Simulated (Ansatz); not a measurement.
Reaction (germylene formation by 1,1-elimination): `[CH3][Ge]([CH3])([Cl])[Cl]` → `CCl` + `[CH3][Ge][Cl]`

Calculated with Ansatz (gas phase, PBE0-D4/def2-TZVP geometries, no zero-point term in ΔE). CBS: MP2 limit from def2 TZ/QZ plus the TZ coupled-cluster correction, frozen cores. This one scheme is used for every species. DFT in def2-TZVPP. B3LYP here is the variant with VWN-RPA as its local correlation; programs differ in this. HSE06 is defined as in plane-wave codes. For Ge outer-core shells are correlated without core-valence functions, which leaves a few kJ/mol of doubt a bond. Scalar relativity is left out up to krypton.

| level | ΔE (kJ/mol) | difference from CCSD(T)/CBS |
| --- | --- | --- |
| LDA (SPW92) | 271.5 | 13.1 |
| PBE-D4 | 242.8 | -15.6 |
| revPBE-D4 | 236.3 | -22.1 |
| BLYP-D4 | 218.4 | -40.0 |
| r2SCAN-D4 | 269.0 | 10.6 |
| B97M-V | 266.7 | 8.3 |
| PBE0-D4 | 262.9 | 4.5 |
| B3LYP-D4 | 238.0 | -20.4 |
| r2SCANh-D4 | 272.3 | 13.9 |
| r2SCAN0-D4 | 277.2 | 18.8 |
| HSE06-D4 | 262.6 | 4.2 |
| BHLYP-D4 | 260.0 | 1.6 |
| ωB97X-V | 266.5 | 8.1 |
| ωB97M-V | 253.3 | -5.1 |
| B2PLYP | 247.1 | -11.3 |
| PBE-QIDH | 282.9 | 24.5 |
| PBE | 231.2 | -27.2 |
| revPBE | 214.2 | -44.2 |
| BLYP | 195.9 | -62.5 |
| r2SCAN | 265.6 | 7.2 |
| PBE0 | 252.4 | -6.0 |
| B3LYP | 219.7 | -38.7 |
| r2SCANh | 268.7 | 10.3 |
| r2SCAN0 | 273.2 | 14.8 |
| BHLYP | 243.9 | -14.5 |
| CAM-B3LYP | 240.8 | -17.6 |
| LC-ωPBE | 272.4 | 14.0 |
| MP2/def2-SVP | 285.5 | 27.1 |
| CCSD/def2-SVP | 260.0 | 1.6 |
| CCSD(T)/def2-SVP | 261.1 | 2.7 |
| MP2/def2-TZVPP | 291.4 | 33.0 |
| SCS-MP2/def2-TZVPP | 273.5 | 15.1 |
| CCSD/def2-TZVPP | 269.0 | 10.6 |
| CCSD(T)/def2-TZVPP | 271.8 | 13.4 |
| HF/def2-QZVPP | 243.2 | -15.2 |
| MP2/def2-QZVPP | 282.9 | 24.5 |
| SCS-MP2/def2-QZVPP | 266.7 | 8.3 |
| HF/CBS(def2) | 242.9 | -15.5 |
| MP2/CBS(def2) | 278.1 | 19.7 |
| CCSD/CBS(def2) | 255.6 | -2.8 |
| CCSD(T)/CBS | 258.4 | 0 |

Largest T1 diagnostic among the species: 0.012.

Leaving LDA and LC-ωPBE aside and taking each functional with its dispersion term where it has one, the values spread over 64.4 kJ/mol, from BLYP-D4 to PBE-QIDH. LDA lies +40.3 kJ/mol from PBE without D4. The D4 term adds +18.3 kJ/mol with B3LYP and +10.5 kJ/mol with PBE0; it sums over pairs of atoms, weighted by their polarisabilities, and B3LYP, whose exchange is more repulsive, gets the larger term.

CCSD(T)/CBS has its own doubt, a few kJ/mol and more with outer-core shells, so smaller differences from it don't rank the levels.
